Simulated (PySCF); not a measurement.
## N⁺: excitation energy

N⁺ [He] 2s2 2p2 (3P) → N⁺ [He] 2s1 2p2 3d1 (high-spin determinant), as a difference of total energies. Computed with PySCF 2.14 in aug-cc-pCVTZ-DK with one added diffuse shell each of s, p, d, f type (8s7p5d3f, 75 functions), with the spin-free X2C one-electron Hamiltonian (Gaussian nucleus). Correlated levels: valence: 1s2 frozen; valence and next inner shell: nothing frozen. The calculations carry no spin-orbit coupling.

```json
{"method": "UHF", "excitation energy (eV)": "28.042"}
{"method": "LDA", "excitation energy (eV)": "29.575"}
{"method": "PBE", "excitation energy (eV)": "29.363"}
{"method": "PBE0", "excitation energy (eV)": "29.432"}
{"method": "r2SCAN", "excitation energy (eV)": "29.202"}
{"method": "BLYP", "excitation energy (eV)": "29.891"}
{"method": "BP86", "excitation energy (eV)": "29.515"}
{"method": "PW91", "excitation energy (eV)": "29.449"}
{"method": "wB97X-V", "excitation energy (eV)": "30.133"}
{"method": "SCS-MP2 (valence)", "excitation energy (eV)": "29.996"}
{"method": "MP2 (valence and next inner shell)", "excitation energy (eV)": "29.648"}
```

Task: Estimate what MP2 (valence) gives.

Result: 29.617 eV, closest to MP2 (valence and next inner shell) among the rows shown.

Task: Estimate what SCS-MP2 (valence and next inner shell) gives.

Result: 30.020 eV, closest to SCS-MP2 (valence) among the rows shown.

The promoted electron is Rydberg-like, and one or two diffuse shells describe it only roughly, which tends to raise the upper state.

The determinant of the upper state mixes LS terms, which raises its energy above the lowest term, most at the Hartree-Fock and MP2 levels.
